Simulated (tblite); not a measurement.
C₅H₁₀Si₂.
Geometry (GFN2-xTB, Å), atoms numbered from 1 in this order:
```
atom  x, y, z in Å
C1    -2.2369   -0.8071   -0.0415
C2    -1.8132    0.4316    0.1465
C3    -0.4060    0.8909   -0.0380
C4     0.3359    0.0296   -1.0162
C5     1.4187   -0.6845   -0.7268
Si6    2.1026   -0.6237    1.0273
Si7    0.5127    0.9156    1.6710
H8    -3.2615   -1.0903    0.1293
H9    -1.5756   -1.5872   -0.3821
H10   -2.5018    1.1904    0.4970
H11   -0.4404    1.9079   -0.4454
H12   -0.0912    0.0127   -2.0149
H13    1.8796   -1.2798   -1.5033
H14    2.0695   -1.9549    1.6477
H15    3.5094   -0.2003    1.0187
H16    0.9333    2.2980    1.9432
H17   -0.4421    0.5631    2.7270
```

Level: GFN2-xTB in tblite, geometry and Hessian alike; calculated harmonic values, unscaled, isolated species. The method is semi-empirical: single wavenumbers can be off by several per cent or more. Modes of hydrogen on silicon can be 10 to 20 % off. One conformer, not necessarily the lowest.

Harmonic wavenumbers (cm⁻¹): 27.6, 92.4, 182.6, 225.9, 303.8, 327.3, 343.1, 443.4, 472.0, 493.2, 534.2, 545.9, 577.3, 588.5, 601.7, 662.9, 718.0, 754.8, 792.4, 798.7, 825.5, 874.7, 934.5, 977.1, 982.5, 1017.9, 1101.1, 1114.6, 1190.8, 1266.9, 1297.7, 1321.2, 1413.0, 1649.4, 1697.0, 2175.5, 2192.4, 2201.6, 2221.1, 2902.7, 2996.2, 3043.2, 3048.2, 3099.1, 3123.0.

A = 2753, B = 1438, C = 1155 MHz; mass 126.032 u (most abundant isotopes); point group C1, symmetry number 1.

Q: What is the zero-point energy?

A: ½Σν̃ = 27076 cm⁻¹ = 323.90 kJ/mol.

Q: Give the ideal-gas entropy at 298.15 K and 1 bar in the rigid-rotor, harmonic-oscillator model (classical rotation).

A: Translation 169.18, rotation 119.84, vibration 103.70: S = 392.7 J/(mol K).

Q: And Cp and H(298.15 K) − H(0)?

A: Cp = 158.09 J/(mol K), of which vibrations give 124.83 (their classical limit is 45 R = 374.2); H(298.15 K) − H(0) = 26.82 kJ/mol without the zero-point energy, 16.91 from vibrations.

Q: What must be added to the electronic energy to get the Gibbs energy at 298.15 K and 1 bar?

A: ZPE + [H(298.15 K) − H(0)] − T·S = 323.90 + 26.82 − 117.09 = 233.63 kJ/mol.

Q: Which modes carry the vibrational entropy at 298.15 K?

A: 27.6 cm⁻¹: 25.08; 92.4 cm⁻¹: 15.10; 182.6 cm⁻¹: 9.63; 225.9 cm⁻¹: 8.00; 303.8 cm⁻¹: 5.84; 327.3 cm⁻¹: 5.33 J/(mol K); the other 39 give 34.72 together.

Hindered rotation and anharmonicity are outside this model. Other conformers, if any are populated, would add a mixing term that is left out. The structure is chiral; the term R ln 2 for an equal mix with its mirror image is left out.
